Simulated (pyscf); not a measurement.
Structures and frequencies: ωB97X-D3(BJ)/def2-SVP in PySCF. MP2 and CC: frozen core, UHF for open shells. ΔMP2 is the change of the MP2 total energy from the triple- to the quadruple-zeta basis. Singlets are restricted, triplets unrestricted.

Singlet (Å):
```xyz
6

C     -0.1821     0.3486    -0.4872
Sn     1.8120    -0.3062     0.1333
H     -0.3995     1.3386    -0.0511
H     -0.9405    -0.3477    -0.0902
H     -0.2858     0.4070    -1.5806
H      1.3841    -0.2062     1.8559
```

Triplet (Å):
```xyz
6

C      0.5491    -0.1325     0.2355
Sn    -0.9489     1.0503    -0.8079
H      1.1887     0.5413     0.8226
H      1.1451    -0.6830    -0.5058
H      0.0443    -0.8414     0.9052
H     -0.4069     2.2313    -1.9433
```

Problem. For these two minima of H₃C–SnH: (SMILES [CH3][SnH]), which spin state lies lower at CCSD(T)/def2-TZVPP + ΔMP2(QZVPP), and by how much (electronic energies)?

Solution. The singlet, by 125.1 kJ/mol. Zero-point energy shifts E(triplet) − E(singlet) by +1.2 kJ/mol. Other isomers of H₃C–SnH: [singlet] were not searched in full and may lie lower. 

E(triplet) − E(singlet) by level (kJ/mol):

| level | gap |
|---|---|
| ωB97X-D3(BJ)/def2-TZVP | +132.9 |
| PBE/def2-TZVP | +120.2 |
| r²SCAN/def2-TZVP | +103.1 |
| B3LYP-D3(BJ)/def2-TZVP | +130.2 |
| PBE0-D3(BJ)/def2-TZVP | +112.5 |
| M06-2X/def2-TZVP | +95.4 |
| ωB97M-D3(BJ)/def2-TZVP | +125.5 |
| HF/def2-TZVP | +60.4 |
| MP2/def2-QZVPP | +126.5 |
| CCSD/def2-TZVPP | +115.6 |
| CCSD(T)/def2-TZVPP | +117.8 |
| CCSD(T)/def2-TZVPP + ΔMP2(QZVPP) | +125.1 |

The triplet is the lowest one reached from the SCF start used. The CCSD(T) − MP2 part came from Ansatz, without density fitting, on the same reference. The frozen core leaves the outer d or s,p core shells of the metals and heavy elements correlated in the MP2 and CC values, and def2-TZVPP describes them poorly, which can shift differences by a few kcal/mol. Elements past Kr carry the def2 core potentials, without spin-orbit coupling.
